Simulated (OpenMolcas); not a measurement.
# CH3BClFO: a line through the functionals

The species is CH3BClFO (8 atoms), meant as a singlet with charge 0. As SMILES, `OC(F)BCl`. Geometry: relaxed at PBE0-D4/def2-TZVP. This is one conformer, not always the lowest.

The vertical energy of the triplet above the singlet y, in eV, basis def2-SVP; a is the functional's share of exact exchange. Programs: OpenMolcas 26.06.

| functional | program | a | y (eV) |
| --- | --- | --- | --- |
| revPBE | OpenMolcas | 0 | 4.12 |
| TPSS | OpenMolcas | 0 | 4.26 |
| B3LYP | OpenMolcas | 0.2 | 4.61 |
| PBE0 | OpenMolcas | 0.25 | ? |
| BHLYP | OpenMolcas | 0.5 | 5.12 |

Q: Fit y = c + s·a to the known rows and predict PBE0.

A: 
1. Means of the 4 rows: a = 0.1750, y = 4.527.
2. Σ(Δa)² = 0.1675, Σ(Δa·Δy) = 0.31275, so the slope is 0.31275/0.1675 = 1.8672.
3. Intercept: 4.527 − (1.8672) × 0.1750 = 4.200. The largest residual of the fit is 0.080.
4. PBE0: 4.200 + (1.8672) × 0.25 = 4.67 eV.

The run gave 4.56 eV, so the prediction is off by +0.11 eV, about the largest residual. The rows mix families of semi-local functionals, which the line can't see.
